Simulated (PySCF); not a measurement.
Electron correlation in Se⁺ (selenium, charge +1)

[Ar] 3d10 4s2 4p3, high-spin 4S determinant. All numbers are calculated (PySCF 2.14, the spin-free X2C one-electron Hamiltonian (Gaussian nucleus), in aug-cc-pVQZ-DK). Frozen: [Ar] 3d10; 5 electrons correlated.

MP2 pair energies summed by pair of shells (mhartree):

```json
{"pair": "4s-4p", "energy": "-53.94", "share (%)": "66.7"}
{"pair": "4p-4p", "energy": "-17.08", "share (%)": "21.1"}
{"pair": "4s-4s", "energy": "-9.88", "share (%)": "12.2"}
```

Total MP2 correlation energy: -80.89 mhartree.

Same-spin part -20.82 and opposite-spin part -60.08 mhartree; SCS-MP2 scales them by 1/3 and 6/5 to -79.03 mhartree.
